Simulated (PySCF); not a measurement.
## Two-component Hartree-Fock for As²⁺ (arsenic, charge +2)

Start: [Ar] 3d10 4s2 4p1; 4p1/2 filled at m_j = +1/2. Calculated with PySCF 2.14 in x2c-TZVPPall-2c with one added diffuse shell each of s, p, d type (7s8p5d1f, 63 functions): generalised Hartree-Fock with the X2C-1e Hamiltonian and a Gaussian nucleus; spin-orbit coupling (SO) screened by Boettger's factors.

| spinor shell | electrons | ε, screened SO (eV) | weight of nominal j (screened SO) | rms radius, screened SO (bohr) |
| --- | --- | --- | --- | --- |
| 1s1/2 | 2 | -11966.4 | 1.000 | 0.0524 |
| 2s1/2 | 2 | -1593.9 | 1.000 | 0.219 |
| 2p1/2 | 2 | -1420.6 | 1.000 | 0.194 |
| 2p3/2 | 4 | -1383.3 | 1.000 | 0.197 |
| 3s1/2 | 2 | -246.80 | 1.000 | 0.639 |
| 3p1/2 | 2 | -186.80 | 1.000 | 0.659 |
| 3p3/2 | 4 | -181.16 | 1.000 | 0.671 |
| 3d3/2 | 4 | -78.341 | 0.998 | 0.745 |
| 4s1/2 | 2 | -37.552 | 0.997 | 1.97 |
| 4p1/2 | 1 | -28.074 | 0.981 | 2.30 |

Problem. Where does 3d5/2 lie, and what is the 3d spin-orbit splitting (screened SO)?

Solution. At -77.491 eV, 0.850 eV above 3d3/2.

```tsv
quantity	screened SO
E (hartree)	-2258.06208
M_J	1/2
⟨J²⟩	0.818
⟨L²⟩	2.037
⟨S²⟩	0.764
```

Each row is a mean over spinors that exchange with the open shell spreads, by up to 0.675 eV (3p1/2).

⟨J²⟩ departs a little from M_J(M_J + 1) because the unrestricted spinors polarise the closed shells.
